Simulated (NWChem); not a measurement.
System: C$_{2}$H$_{6}$STi; SMILES [CH3][Ti]([CH3])=[S]

Not confirmed as a minimum by frequencies.

Q: Give the equilibrium geometry at PBE0/def2-SVP (NWChem) as an XYZ file, with the point group.

A: point group Cs; any orientation.
```
10

Ti     0.4030    -0.2835     0.0000
S      0.0739     1.7381     0.0000
C     -0.5221    -1.0746     1.6636
H     -1.6090    -0.9107     1.5680
H     -0.3323    -2.1654     1.6915
H     -0.1904    -0.6122     2.6075
C     -0.5221    -1.0746    -1.6636
H     -0.3323    -2.1654    -1.6915
H     -1.6090    -0.9107    -1.5680
H     -0.1904    -0.6122    -2.6075
```
